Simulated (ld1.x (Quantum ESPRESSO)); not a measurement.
Configuration tests for Er (TM)

```
Element                 : Er
Generator               : ld1.x (Quantum ESPRESSO) 7.5
Type                    : norm-conserving Troullier–Martins (Kleinman–Bylander form)
Functional              : PBE
Relativity              : scalar-relativistic
Frozen core             : [Kr] 4d10 5s2
Valence charge          : 20
Reference configuration : 4f12 5p6 5d0.5 6s1.5 6p0
Partial waves           : 6s (bound): rc 2.60 bohr; 5p (bound): rc 1.95 bohr; 5d (bound): rc 3.60 bohr; 4f (bound): rc 1.25 bohr
Local potential         : the f channel
Core correction         : Bessel-smoothed model core, default radius (core density twice the valence density)
```

Energies are relative to the spin-unpolarised reference configuration 4f12 5p6 5d0.5 6s1.5 6p0; without spin polarisation the order of configurations can differ from experiment. Not all tests gave a result: 2 of 7 tests not solved or not reliable. Left out of the table: 4f12 5p6 5d0 6s0 6p2 (solver errors, printed error -7.8 eV); 4f13 5p6 5d0 6s0 6p0 (solver errors, printed error -3291 eV).

| valence configuration | charge | ΔE all-electron (eV) | error AE − PS (meV) |
| --- | --- | --- | --- |
| 4f12 5p6 5d0 6s2 6p0 | 0 | -1.467 | +2.3 |
| 4f12 5p6 5d0 6s0 6p0 | +2 | 16.870 | -9.5 |
| 4f10 5p6 5d0 6s0 6p0 | +4 | 88.742 | -337 |
| 4f12 5p5 5d0 6s2 6p0 | +1 | 30.340 | +51 |

**Question.** What are ΔE and the potential's error for 4f12 5p6 5d0 6s1 6p0?

**Answer.** ΔE = 4.915 eV all-electron; the error (AE − PS) is +6.7 meV.

Levels in the configuration 4f12 5p5 5d0 6s2 6p0:

```tsv
level	all-electron (eV)	pseudo (eV)
4f	-14.883	-14.678
5p	-37.603	-37.369
6s	-10.654	-10.560
```

These tests converged, but a pseudo level misses the all-electron one widely, so the file describes the atom poorly there or has found another state: 4f10 5p6 5d0 6s0 6p0: empty 6s by 4.4 eV.

Note: ghost states, extra bound levels that the all-electron valence spectrum of the same l lacks: s at -759.3 eV, p at -252.8 eV, s at -217.2 eV, d at -43.3 eV. A true bound ghost makes a file unfit for plane-wave use.
